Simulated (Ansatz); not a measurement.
Ansatz (a program for electronic structure) input file for C5H5Cl, SMILES C=C=C/C=C/Cl, PBE-D3(BJ)/def2-SVP. 

Ansatz 0.2 input:
```yaml
crystal:
  periodic: [false, false, false]
  atoms:
    - {symbol: C, position_ang: [-0.91676190, -3.08305919, -0.00000000]}
    - {symbol: C, position_ang: [0.06676872, -2.22425769, 0.00000000]}
    - {symbol: C, position_ang: [1.05492708, -1.35256317, 0.00000000]}
    - {symbol: C, position_ang: [0.92918305, 0.10638428, -0.00000000]}
    - {symbol: C, position_ang: [-0.23064420, 0.77536754, 0.00000000]}
    - {symbol: Cl, position_ang: [-0.32145778, 2.49307111, -0.00000000]}
    - {symbol: H, position_ang: [-1.34520650, -3.45987753, 0.93625481]}
    - {symbol: H, position_ang: [-1.34520650, -3.45987753, -0.93625481]}
    - {symbol: H, position_ang: [2.07705947, -1.74970578, 0.00000000]}
    - {symbol: H, position_ang: [1.86208121, 0.67663395, 0.00000000]}
    - {symbol: H, position_ang: [-1.20478185, 0.27938738, -0.00000000]}
basis:
  gaussian:
    orbitals: def2-SVP
hamiltonian:
  xc: pbe
  dispersion: d3bj
relax: {f_tol: 0.002, max_steps: 200}
```

It prints:

```
WARN ansatz: RAYON_NUM_THREADS=1 ignored (pool sized by the plan → 1); use --threads N
Functional definition: PBE
integrals: 0.06 GiB planned
1275 factors; their error is unknown
mean field: 0.31 GiB planned
mean field evaluation 1: about -17754.1075 eV, gradient 6.7e1 eV
mean field evaluation 2: about -17735.5167 eV, gradient 1.0e2 eV
mean field evaluation 4: about -17765.9837 eV, gradient 2.0e1 eV
mean field evaluation 8: about -17767.0643 eV, gradient 1.1e-1 eV
mean field evaluation 16: about -17766.9995 eV, gradient 2.7e-4 eV
mean field -17766.99947323 eV, -652.9251877366 hartree, gradient 2.3e-5 eV, S^2 0.000000; 0 other end points of the search recorded, 0 dependent functions left out
the calculation of the forces begins
reference -17766.99950712 eV, -652.9251889820 hartree; 26, 26 occupied and 87, 87 virtual orbitals, 1275 factors
relax step   1: F+E_penalty+E_count = -17767.25207797 eV  Δ(F+E_penalty+E_count) = +0.000e0 eV  max|allowed force component| = 4.213e-1 eV/Å  Δτ_max = 0.0000 Å  (34 SCF iters, accepted)
these checks for a lower state are left out or cut short: starts, cluster_reference, orbital_swaps, neighbouring_geometries, increment
integrals: 0.06 GiB planned
1275 factors; their error is unknown
mean field: 0.31 GiB planned
mean field -17767.01955590 eV, -652.9259257611 hartree, gradient 1.1e-5 eV, S^2 0.000000; 0 other end points of the search recorded, 0 dependent functions left out
the calculation of the forces begins
reference -17767.01958997 eV, -652.9259270131 hartree; 26, 26 occupied and 87, 87 virtual orbitals, 1275 factors
relax step   2: F+E_penalty+E_count = -17767.27073693 eV  Δ(F+E_penalty+E_count) = -1.866e-2 eV  max|allowed force component| = 1.464e-1 eV/Å  Δτ_max = 0.0175 Å  (35 SCF iters, accepted)
these checks for a lower state are left out or cut short: starts, cluster_reference, orbital_swaps, neighbouring_geometries, increment
integrals: 0.06 GiB planned
1275 factors; their error is unknown
mean field: 0.31 GiB planned
mean field evaluation 32: about -17767.0335 eV, gradient 5.7e-2 eV
mean field -17766.96798284 eV, -652.9240304860 hartree, gradient 1.0e-5 eV, S^2 0.000000; 0 other end points of the search recorded, 0 dependent functions left out
the calculation of the forces begins
reference -17766.96801708 eV, -652.9240317441 hartree; 26, 26 occupied and 87, 87 virtual orbitals, 1275 factors
relax step   3: F+E_penalty+E_count = -17767.21814938 eV  Δ(F+E_penalty+E_count) = +5.259e-2 eV  max|allowed force component| = 8.378e-1 eV/Å  Δτ_max = 0.0955 Å  (33 SCF iters, rejected (line search))
these checks for a lower state are left out or cut short: starts, cluster_reference, orbital_swaps, neighbouring_geometries, increment
integrals: 0.06 GiB planned
1275 factors; their error is unknown
mean field: 0.31 GiB planned
mean field -17767.01957455 eV, -652.9259264463 hartree, gradient 1.1e-5 eV, S^2 0.000000; 0 other end points of the search recorded, 0 dependent functions left out
the calculation of the forces begins
reference -17767.01960862 eV, -652.9259276985 hartree; 26, 26 occupied and 87, 87 virtual orbitals, 1275 factors
relax step   4: F+E_penalty+E_count = -17767.27077161 eV  Δ(F+E_penalty+E_count) = -3.468e-5 eV  max|allowed force component| = 1.856e-1 eV/Å  Δτ_max = 0.0036 Å  (36 SCF iters, accepted)
these checks for a lower state are left out or cut short: starts, cluster_reference, orbital_swaps, neighbouring_geometries, increment
integrals: 0.06 GiB planned
1275 factors; their error is unknown
mean field: 0.31 GiB planned
mean field -17767.01364245 eV, -652.9257084457 hartree, gradient 1.1e-5 eV, S^2 0.000000; 0 other end points of the search recorded, 0 dependent functions left out
the calculation of the forces begins
reference -17767.01367665 eV, -652.9257097026 hartree; 26, 26 occupied and 87, 87 virtual orbitals, 1275 factors
relax step   5: F+E_penalty+E_count = -17767.26375353 eV  Δ(F+E_penalty+E_count) = +7.018e-3 eV  max|allowed force component| = 2.905e-1 eV/Å  Δτ_max = 0.0499 Å  (34 SCF iters, rejected (line search))
these checks for a lower state are left out or cut short: starts, cluster_reference, orbital_swaps, neighbouring_geometries, increment
integrals: 0.06 GiB planned
1275 factors; their error is unknown
mean field: 0.31 GiB planned
mean field -17767.02178579 eV, -652.9260077078 hartree, gradient 1.1e-5 eV, S^2 0.000000; 0 other end points of the search recorded, 0 dependent functions left out
the calculation of the forces begins
reference -17767.02181992 eV, -652.9260089622 hartree; 26, 26 occupied and 87, 87 virtual orbitals, 1275 factors
relax step   6: F+E_penalty+E_count = -17767.27243300 eV  Δ(F+E_penalty+E_count) = -1.661e-3 eV  max|allowed force component| = 1.797e-2 eV/Å  Δτ_max = 0.0135 Å  (35 SCF iters, accepted)
these checks for a lower state are left out or cut short: starts, cluster_reference, orbital_swaps, neighbouring_geometries, increment
integrals: 0.06 GiB planned
1275 factors; their error is unknown
mean field: 0.31 GiB planned
mean field evaluation 64: about -17767.0218 eV, gradient 2.0e-5 eV
mean field -17767.02181329 eV, -652.9260087184 hartree, gradient 7.5e-5 eV, S^2 0.000000; 0 other end points of the search recorded, 0 dependent functions left out
the calculation of the forces begins
reference -17767.02184742 eV, -652.9260099728 hartree; 26, 26 occupied and 87, 87 virtual orbitals, 1275 factors
relax step   7: F+E_penalty+E_count = -17767.27243866 eV  Δ(F+E_penalty+E_count) = -5.660e-6 eV  max|allowed force component| = 9.733e-3 eV/Å  Δτ_max = 0.0007 Å  (21 SCF iters, accepted)
these checks for a lower state are left out or cut short: starts, cluster_reference, orbital_swaps, neighbouring_geometries, increment
integrals: 0.06 GiB planned
1275 factors; their error is unknown
mean field: 0.31 GiB planned
mean field -17767.02185336 eV, -652.9260101909 hartree, gradient 2.4e-5 eV, S^2 0.000000; 0 other end points of the search recorded, 0 dependent functions left out
the calculation of the forces begins
reference -17767.02188749 eV, -652.9260114453 hartree; 26, 26 occupied and 87, 87 virtual orbitals, 1275 factors
relax step   8: F+E_penalty+E_count = -17767.27244348 eV  Δ(F+E_penalty+E_count) = -4.816e-6 eV  max|allowed force component| = 2.482e-3 eV/Å  Δτ_max = 0.0015 Å  (23 SCF iters, accepted)
these checks for a lower state are left out or cut short: starts, cluster_reference, orbital_swaps, neighbouring_geometries, increment
integrals: 0.06 GiB planned
1275 factors; their error is unknown
mean field: 0.31 GiB planned
mean field -17767.02185901 eV, -652.9260103988 hartree, gradient 2.6e-5 eV, S^2 0.000000; 0 other end points of the search recorded, 0 dependent functions left out
the calculation of the forces begins
reference -17767.02189315 eV, -652.9260116533 hartree; 26, 26 occupied and 87, 87 virtual orbitals, 1275 factors
relax step   9: F+E_penalty+E_count = -17767.27244370 eV  Δ(F+E_penalty+E_count) = -2.206e-7 eV  max|allowed force component| = 1.280e-3 eV/Å  Δτ_max = 0.0002 Å  (19 SCF iters, accepted)
integrals: 0.06 GiB planned
1275 factors; their error is unknown
mean field: 0.31 GiB planned
mean field evaluation 96: about -17767.0219 eV, gradient 2.3e-4 eV
mean field -17767.02185901 eV, -652.9260103988 hartree, gradient 2.8e-5 eV, S^2 0.000000; 1 other end points of the search recorded, 0 dependent functions left out
the calculation of the forces begins
reference -17767.02189315 eV, -652.9260116532 hartree; 26, 26 occupied and 87, 87 virtual orbitals, 1275 factors
Total energy: -17767.27247784 eV, -652.9352204707 hartree
Atom 0 at    -0.921345    -3.103725    -0.000001 Å, force    -0.000538    -0.000024     0.000002 eV/Å
Atom 1 at     0.063571    -2.233238     0.000001 Å, force     0.000505    -0.000845     0.000007 eV/Å
Atom 2 at     1.056170    -1.350056     0.000002 Å, force    -0.000576     0.001280     0.000023 eV/Å
Atom 3 at     0.935406     0.112448    -0.000005 Å, force     0.000206    -0.000214     0.000062 eV/Å
Atom 4 at    -0.232117     0.794452    -0.000006 Å, force    -0.000100     0.000269     0.000007 eV/Å
Atom 5 at    -0.316784     2.523587    -0.000006 Å, force     0.000026    -0.000381    -0.000007 eV/Å
Atom 6 at    -1.354056    -3.488709     0.941371 Å, force     0.000218     0.000145    -0.000295 eV/Å
Atom 7 at    -1.354102    -3.488653    -0.941374 Å, force     0.000295     0.000057     0.000291 eV/Å
Atom 8 at     2.087718    -1.747221     0.000020 Å, force    -0.000246    -0.000210    -0.000077 eV/Å
Atom 9 at     1.877715     0.682665    -0.000003 Å, force    -0.000042    -0.000175    -0.000006 eV/Å
Atom 10 at    -1.216214     0.299954    -0.000001 Å, force     0.000252     0.000098    -0.000008 eV/Å
Dipole moment:     0.003321    -0.265954     0.000004 e Å
```

The run converged.

Cost: around 40 core-seconds (rough).
